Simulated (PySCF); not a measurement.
# Correlation energy of N⁺ (nitrogen, charge +1)

[He] 2s2 2p2, high-spin 3P determinant. Calculation: PySCF 2.14, in x2c-QZVPPall; the spin-free X2C one-electron Hamiltonian (Gaussian nucleus). Frozen: 1s2; 4 electrons correlated.

| level | correlation energy (mhartree) |
| --- | --- |
| CCSD | -96.93 |
| (T) | -1.82 |
| CCSD(T) | -98.75 |

Diagnostics: T1 = 0.0066, D1 = 0.0133, largest double amplitude 0.117.

Cost of the coupled-cluster step: of the order of 1.5 core-seconds, for 4 correlated electrons.

Iterations:

```
CC2 = 0
CCSD nocc = (np.int64(3), np.int64(1)), nmo = (56, 56)
frozen orbitals [[0], [0]]
max_cycle = 100
direct = 0
conv_tol = 1e-08
conv_tol_normt = 1e-06
diis_space = 8
diis_start_cycle = 0
Init t2, MP2 energy = -0.0771227255746217
Init E_corr(UCCSD) = -0.0771227255858944
cycle = 1  E_corr(UCCSD) = -0.0899884914596256  dE = -0.0128657659  norm(t1,t2) = 0.0393646
cycle = 2  E_corr(UCCSD) = -0.0939304815192909  dE = -0.00394199006  norm(t1,t2) = 0.0177361
cycle = 3  E_corr(UCCSD) = -0.0969883100078485  dE = -0.00305782849  norm(t1,t2) = 0.00889525
cycle = 4  E_corr(UCCSD) = -0.0969182271359399  dE = 7.00828719e-05  norm(t1,t2) = 0.000997808
cycle = 5  E_corr(UCCSD) = -0.0969355559175043  dE = -1.73287816e-05  norm(t1,t2) = 0.000157219
cycle = 6  E_corr(UCCSD) = -0.0969315147394205  dE = 4.04117808e-06  norm(t1,t2) = 2.16828e-05
cycle = 7  E_corr(UCCSD) = -0.0969328026054962  dE = -1.28786608e-06  norm(t1,t2) = 5.45039e-06
cycle = 8  E_corr(UCCSD) = -0.0969326930919996  dE = 1.09513497e-07  norm(t1,t2) = 1.4387e-06
cycle = 9  E_corr(UCCSD) = -0.0969326389455809  dE = 5.41464187e-08  norm(t1,t2) = 3.14284e-07
cycle = 10  E_corr(UCCSD) = -0.0969326521092574  dE = -1.31636765e-08  norm(t1,t2) = 5.0271e-08
cycle = 11  E_corr(UCCSD) = -0.096932651711948  dE = 3.97309408e-10  norm(t1,t2) = 2.06726e-08
UCCSD converged
E(UCCSD) = -54.02028180508707  E_corr = -0.09693265171194802
UCCSD(T) correction = -0.00181887529348412
```
